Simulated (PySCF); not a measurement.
F4H2Si2, SMILES F[SiH](F)[SiH](F)F. Heavy atoms are numbered as in [SiH:1]([F:2])([F:3])[SiH:4]([F:5])[F:6]. Hydrogens are named by the atom that carries them.

Geometry optimised at r2SCAN-D4/def2-SVP. The values are those of a single conformer.

Method: PBE/def2-TZVP in PySCF.

ESP charges are fitted to the potential on shells at 1.4 to 2.0 van der Waals radii. Atomic charges (e), one atom of each kind:

```tsv
atom	IAO	ESP fit	Mulliken	Löwdin
Si1 (SiH)	1.15	0.44	…	-0.01
F2	-0.51	-0.21	…	0.02
H on Si1	-0.13	-0.02	…	-0.04
```

**Question.** Some entries are withheld; supply them. (An estimate is asked for; the answer gives what the named calculation found.)

**Answer.** 
- Si1 (SiH), Mulliken: 0.57
- F2, Mulliken: -0.27
- H on Si1, Mulliken: -0.03

**Question.** Give the Mayer and Wiberg (Löwdin basis) orders of the bonds. (The exact figures need the calculation; the answer reports its results.)

**Answer.** 
| bond | Mayer | Wiberg |
|---|---|---|
| Si1–F2 | 1.15 | 1.75 |
| Si1–F3 | 1.15 | 1.75 |
| Si1–Si4 | 0.88 | 1.02 |
| Si4–F5 | 1.15 | 1.75 |
| Si4–F6 | 1.15 | 1.75 |
